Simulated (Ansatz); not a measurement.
Relaxation of BH3LiNO (7 atoms, charge 0, multiplicity 1), to a largest force component of 0.015 eV/Å in at most 40 steps.

The calculation used RKS BLYP-D4/cc-pVDZ (Ansatz).

```xyz
7
Properties=species:S:1:pos:R:3
Li -0.983 -1.796 -1.099
N -0.050 -1.087 0.169
B -0.028 0.272 -0.107
O 0.631 1.167 0.705
H 0.468 -1.298 1.014
H -0.612 0.665 -1.098
H 0.315 1.188 1.605
```

**Question.** Where does it end, and by what steps?

**Answer.** It converged. After 10 steps the energy has fallen by 0.509 eV; Li1 moved furthest, 0.42 Å. Joined: Li1–H6.

```tsv
step	energy less start (eV)	largest force component (eV/Å)	accepted
0	0.0000	1.774	yes
1	-0.2088	0.746	yes
2	-0.1912	3.006	no
3	-0.3272	0.689	yes
4	-0.4186	0.780	yes
5	-0.4830	0.381	yes
6	-0.4981	0.510	yes
7	-0.5069	0.091	yes
8	-0.5082	0.060	yes
9	-0.5086	0.018	yes
10	-0.5086	0.006	yes
```

```xyz
7
Properties=species:S:1:pos:R:3
Li -0.836 -1.441 -1.276
N -0.045 -1.166 0.297
B -0.108 0.193 -0.017
O 0.291 1.364 0.633
H 0.376 -1.443 1.192
H -0.639 0.458 -1.135
H 0.701 1.147 1.494
```

The run took 35 s on 1 thread of Intel(R) Xeon(R) Platinum 8488C (Sapphire Rapids), with other jobs on the host, peak memory 0.17 GiB.
